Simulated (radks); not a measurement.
Spherical jellium clusters: N electrons in a uniform positive sphere of charge N and radius rs N^(1/3), rs = 5.2 bohr. Method: non-relativistic Kohn-Sham, LDA (Slater exchange, Perdew-Wang correlation), spin-polarised, spherical densities; computed with a radial shooting solver with Libxc functionals. Levels are named by radial order and angular momentum (1s, 1p, 1d, 2s, ...), and open shells are averaged over m.

N = 7, configuration 1s2 1p(up 3, down 2). This is the lowest configuration that the search found. Occupied and some empty levels:

level    occupation  eigenvalue (eV)  <r> (bohr)
1s up             1          -3.4097       6.673
1s down           1          -3.2744       6.694
1p up             3          -2.6181       7.924
1p down           2          -2.4878       7.998
1d up             0          -1.6278       9.090
1d down           0          -1.5161       9.207
2s up             0          -1.1988       8.861
2s down           0          -1.1273       8.996
1f up             0         -0.55748       10.59
1f down           0         -0.47468       10.80

Energy (eV): total -12.0683, kinetic 7.5946, external -159.07, Hartree 78.956, exchange-correlation -19.978, background 80.426.

Electron density:

r (bohr)  n(r) (e/bohr^3)
0.720            0.001170
1.52             0.001307
2.32             0.001516
3.13             0.001761
3.93             0.001991
4.73             0.002150
5.53             0.002188
6.33             0.002074
7.13             0.001811
7.94             0.001443
8.74             0.001043
9.54            0.0006829
10.3            0.0004097
11.1            0.0002295
11.9            0.0001213
12.8           0.00006221
13.6           0.00003100
14.3           0.00001512
15.2            7.256e-06
16.0            3.406e-06
